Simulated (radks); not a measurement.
Values are calculated unless marked as measured or tabulated.
Ionisation of Ir2+, [Xe] 4f14 5d7, to Ir3+, [Xe] 4f14 5d6, under several functionals. Dirac Kohn-Sham, spin-unpolarised, spherical densities, finite nucleus; open shells are shared between the two j in proportion to 2j + 1; a radial shooting solver on a logarithmic mesh with Libxc functionals.

| functional | E(Ir2+) (hartree) | Exc (hartree) | IE (eV) | -e(HOMO) (eV) | <r> HOMO (bohr) | IE error (eV) |
|---|---|---|---|---|---|---|
| LDA (Slater exchange, Perdew-Zunger correlation) | -17843.4360 | -338.1988 | 30.839 | 24.178 | 1.649 | +2.839 |
| OLYP | -17859.8770 | -354.9698 | 30.533 | 23.830 | 1.638 | +2.533 |
| HCTH/407 | -17863.8365 | -359.0899 | 30.911 | 24.196 | 1.633 | +2.911 |
| exchange-only B88 | -17850.4329 | -345.2511 | 29.409 | 22.805 | 1.661 | +1.409 |
| SOGGA | -17847.8801 | -342.6889 | 30.457 | 23.800 | 1.645 | +2.457 |
| revPBE | -17853.9164 | -348.7837 | 30.452 | 23.795 | 1.646 | +2.452 |
| exchange-only LDA | -17835.5081 | -330.1841 | 29.339 | 22.736 | 1.662 | +1.339 |
| LDA (Slater exchange, VWN5 correlation) | -17843.4616 | -338.2246 | 30.846 | 24.183 | 1.649 | +2.846 |
| B86b exchange with PBE correlation | -17854.8489 | -349.7210 | 30.559 | 23.904 | 1.647 | +2.559 |

NIST Atomic Spectra Database: 28 eV (theoretical). Closest: exchange-only LDA. The Delta-SCF values span 1.57 eV, the total energies 28.33 hartree. The highest occupied level is 5d5/2. Spin polarisation and multiplet splitting are left out, so open shells lie too high by an amount that depends on their filling. Sharing an open shell by 2j + 1 raises it above the true ground level by a part of the spin-orbit splitting, which enters the differences from NIST.

Beside tabulated values, note that spin-unpolarised runs miss the spin-polarisation part of the exchange energy of open shells.
